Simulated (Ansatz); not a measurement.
BH4P (SMILES BP) moved off its minimum; all values from Ansatz (a quantum-chemistry and plane-wave program), cores frozen in correlated methods.
(charge 0, multiplicity 1)
```xyz
6

B      0.04117    -0.47565    -1.18508
H     -0.70218     0.02633    -2.04922
H      0.77215    -1.33122    -1.50464
P     -0.06570     0.08198     0.47169
H     -0.40176     1.46301     0.50367
H      1.29382     0.15289     1.00168
```

Forces at wB97M-V/def2-TZVPP (eV/Å):

| atom | Fx | Fy | Fz |
|---|---|---|---|
| B1 | -0.571 | 0.512 | -3.000 |
| H2 | 0.535 | -0.630 | 0.885 |
| H3 | 0.184 | -0.391 | 0.008 |
| P4 | 0.907 | 1.166 | 2.625 |
| H5 | 0.028 | -0.446 | -0.143 |
| H6 | -1.082 | -0.211 | -0.374 |

Question: Give the forces (eV/Å), the total energy and the dipole at CCSD(T)/aug-cc-pV(T+d)Z.

Answer: 
| atom | Fx | Fy | Fz |
|---|---|---|---|
| B1 | -0.560 | 0.457 | -3.228 |
| H2 | 0.458 | -0.594 | 0.811 |
| H3 | 0.256 | -0.494 | -0.019 |
| P4 | 0.883 | 1.246 | 2.887 |
| H5 | -0.002 | -0.396 | -0.123 |
| H6 | -1.035 | -0.219 | -0.328 |
Energy -368.0620 hartree, dipole 0.87 D.
